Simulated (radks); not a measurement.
Task: The mean radii <r> (bohr) of the occupied orbitals of an atom or ion are listed with their occupations. Method: scalar-relativistic Kohn-Sham, BLYP, spin-unpolarised, spherical densities, finite nucleus; Fermi nuclear charge, rms radius of each element as measured or else 0.836 A^(1/3) + 0.57 fm; computed with a radial shooting solver on a logarithmic mesh with Libxc functionals.

orbital  occ.      <r>
1s          2  0.01804
2s          2  0.07622
2p          6  0.06834
3s          2   0.1974
3p          6   0.1979
3d         10   0.1792
4s          2   0.4406
4p          6   0.4685
4d         10   0.4997
5s          1    1.022
5p          6    1.173
4f         14   0.5752
5d          4    1.571

Name the element and its charge.

Result: Z = 75, rhenium, charge +4: Re4+ in [Kr] 4d10 4f14 5s1 5p6 5d4. The 1s radius gives Z: for a bare nucleus <r> = (2 gamma + 1)/(2Z) with gamma = sqrt(1 - (Z/c)^2), 0.01783 bohr for Z = 75, and screening makes it slightly larger (0.01804 here). The occupations add up to 71, and the charge is Z minus that.
